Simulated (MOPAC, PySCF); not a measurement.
benzodifurandione `O=C1Cc2cc3c(cc2O1)CC(=O)O3`, neutral singlet in the gas phase. 

Z-matrix (Å, degrees):
```
C
O 1 1.3775
C 2 1.3854 1 109.43
O 3 1.1906 2 122.11 1 -180.00
C 1 1.3919 2 124.20 3 -180.00
H 5 1.0906 1 121.25 2 0.00
C 5 1.3955 6 122.83 1 180.00
C 1 1.4013 2 112.31 3 0.00
C 8 1.3955 1 120.60 2 180.00
H 9 1.0906 8 122.83 1 -180.00
C 9 1.3919 10 121.25 8 180.00
O 11 1.3775 9 124.20 10 0.01
C 12 1.3854 11 109.43 9 -179.99
O 13 1.1906 12 122.11 11 -179.99
C 7 1.4995 5 132.42 6 -0.01
H 15 1.1024 7 114.29 5 61.85
H 15 1.1024 16 106.97 13 -117.92
C 8 1.4995 9 132.42 10 0.00
H 18 1.1024 8 114.29 9 -61.85
H 18 1.1024 19 106.97 3 117.92
```
Charge 0, multiplicity 1.

All levels are single points at this geometry (B3LYP-D3(BJ)/def2-SVP); Pople sets use spherical d functions. Orbital energies aren't observables, and empty levels follow the basis.

```
level                           HOMO (eV)  LUMO (eV)  gap (eV)  dipole (D)  vertical IE, Delta-SCF (eV)
------------------------------  ---------  ---------  --------  ----------  ---------------------------
PBE-D3(BJ)/def2-SVP in PySCF        -5.78      -2.10      3.68        0.00                         8.28
ωB97X-D3(BJ)/def2-SVP in PySCF      -9.02       0.73      9.74        0.00                         8.76
B3LYP/6-311+G** in PySCF            -6.79      -1.71      5.08        0.00                            –
M06-2X/6-31G* in PySCF              -7.79      -0.28      7.51        0.00                            –
SVWN5/6-31G* in PySCF               -5.76      -2.07      3.69        0.00                         8.31
HF/3-21G in PySCF                   -9.07       2.37     11.44        0.00                            –
HF/STO-3G in PySCF                  -6.59       6.06     12.65        0.00                            –
PM3 in MOPAC                        -9.55      -0.71      8.85        0.00                            –
PM6 in MOPAC                        -9.63      -0.95      8.69        0.00                            –
```
